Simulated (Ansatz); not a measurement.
Relaxed structures of CH4OTe, closed shell (PBE0-D4/def2-TZVP; forces vanish, vibrations not checked; lower isomers may exist, and structures with a doubtful reference or unclear bonds are left out; Å). Program: Ansatz 0.2.0. Basis: def2-TZVPP. Cores are frozen in the correlated methods. Filled d shells of the heavier atoms are correlated. Core potentials replace the inner electrons of the atoms past krypton. The def2 sets are not built for correlating such inner shells, so the correlated values are less sure here.

Task: Rank them by CCSD(T) energy, lowest first, and give each one's height above the lowest. Links in brackets join atoms within 1.22 times the sum of their covalent radii (1.1 for two metals). (An estimate is asked for; the value comes from the calculation.)
A.
a complex of CH₂Te ([CH2][Te]) + H₂O
```
7
angstrom
C -0.9804 1.0422 -0.0885
Te 0.3647 -0.0977 -0.8945
O 2.0330 -1.9836 0.8914
H -2.0003 0.7035 0.0611
H 2.9720 -1.8081 0.7918
H -0.7418 2.0343 0.2797
H 1.9080 -2.8954 0.6169
```
B.
CH₄OTe ([CH2][TeH][OH])
```
7
angstrom
C -0.8073 0.5915 -0.6180
Te 1.0356 0.1197 -1.0243
O 1.9155 -1.1756 0.2401
H -1.5774 -0.1675 -0.5877
H -0.9432 1.4902 -0.0304
H 0.6492 -1.1554 -2.0317
H 1.2525 -1.7434 0.6491
```
C.
CH₄OTe ([CH3][Te][OH])
```
7
angstrom
C -0.7022 0.7411 -0.0979
Te 0.8255 -0.3223 -1.1294
O 1.5858 -1.1804 0.4693
H -1.4429 0.0538 0.3048
H -1.1734 1.4056 -0.8248
H -0.2442 1.3323 0.6925
H 1.1514 -2.0300 0.5855
```

Result: Computed: C (0.000 eV), A (0.866 eV), B (2.166 eV). Heights count from the lowest.

No T1 diagnostic of these runs exceeds 0.016. The restricted Hartree–Fock reference is unstable towards an unrestricted one at one or more of these structures. A large double-excitation amplitude points to some diradical character; no triplet was computed.

For scale, one of the runs: CCSD(T)/def2-TZVPP, 168 basis functions, launched by `ansatz run in.yaml --threads 2 --pin off --events-out ev --progress --plain --max-ram 4352MiB`. Time: 59 s of wall clock on 2 CPU threads of an Arm Neoverse V2; the host was shared. Peak host memory: 1.6 GiB.
